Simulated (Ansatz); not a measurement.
Calculated with Ansatz (gas phase, PBE0-D4/def2-TZVP geometries, no zero-point term in ΔE). CCSD(T)/CBS adds triple-zeta CCSD(T) − MP2 to the extrapolated MP2 energy (def2 sets, frozen cores). DFT in def2-TZVPP. def2 core potentials past Kr. For Br, Sn outer-core shells are correlated without core-valence functions, which leaves a few kJ/mol of doubt a bond. Scalar relativity is left out up to krypton.

Reaction (redistribution): `[Br][SnH3]` + `BrB1CCO1` → `[Br][SnH2][Br]` + `B1CCO1`

`[Br][SnH3]`:

Cartesian coordinates in Å:
```
Br 1.130 -1.937 0.381
Sn -0.104 0.178 -0.035
H 0.641 0.912 -1.375
H 0.047 1.108 1.380
H -1.715 -0.261 -0.351
```

`BrB1CCO1`:

Cartesian coordinates in Å:
```
Br 1.259 1.403 -2.321
B 0.538 0.384 -0.882
C -0.474 0.598 0.302
C -0.075 -0.864 0.535
O 0.838 -0.911 -0.609
H -0.180 1.295 1.086
H -1.518 0.763 0.039
H 0.479 -1.066 1.452
H -0.867 -1.601 0.399
```

`[Br][SnH2][Br]`:

```xyz
5

Br   -0.216    0.188   -2.321
Sn    0.192   -0.082    0.098
Br   -1.831    0.688    1.281
H     1.472    0.945    0.529
H     0.383   -1.739    0.413
```

`B1CCO1`:

```xyz
9

B     0.215    0.556   -1.037
C     0.548    0.347    0.493
C    -0.590   -0.668    0.333
O    -0.785   -0.371   -1.078
H     0.573    1.211   -1.970
H     0.341    1.177    1.169
H     1.521   -0.077    0.741
H    -1.505   -0.456    0.890
H    -0.318   -1.718    0.459
```

CCSD(T)/CBS gives -0.23 eV.

Task: Another level gave -0.15 eV. Which?
A. PBE/def2-TZVPP
B. HF/def2-TZVPP
C. MP2/def2-TZVPP
D. B2PLYP/def2-TZVPP

Result: A. PBE -0.15, B2PLYP -0.19, MP2/def2-TZVPP -0.10, HF/def2-TZVPP -0.31 eV.

Largest T1 diagnostic among the species: 0.014.

In def2-TZVPP, CCSD(T) changes the Hartree–Fock value by +0.21 eV (the triples alone add +0.02 eV) and MP2 by +0.20 eV.
